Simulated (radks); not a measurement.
Zr II, configuration [Kr] 4d2 5s1. Calculated with a radial shooting solver on a logarithmic mesh with Libxc functionals: scalar-relativistic Kohn-Sham, PBE, spin-unpolarised, spherical densities, finite nucleus; Fermi nuclear charge, rms radius 4.2694 fm. Some entries of the table are withheld. Estimate them.

| orbital | occ. | eigenvalue (hartree) | <1/r> (bohr^-1) | <r^2> (bohr^2) |
|---|---|---|---|---|
| 1s | 2 | -655.2919 | 41.25 | 0.001853 |
| 2s | 2 | -91.00869 | 9.250 | (1) |
| 2p | 6 | (2) | 9.013 | 0.02455 |
| 3s | 2 | -15.12036 | 3.140 | 0.2410 |
| 3p | 6 | -11.91934 | 2.981 | 0.2489 |
| 3d | 10 | -6.66584 | 2.740 | 0.2477 |
| 4s | 2 | -2.24827 | 1.115 | 1.669 |
| 4p | 6 | -1.43843 | 0.9767 | 2.146 |
| 4d | 2 | -0.36685 | 0.6270 | 5.550 |
| 5s | 1 | -0.36546 | 0.3734 | 13.27 |

Answer. 
(1) 2s <r^2> (bohr^2): 0.03117
(2) 2p eigenvalue (hartree): -81.18448
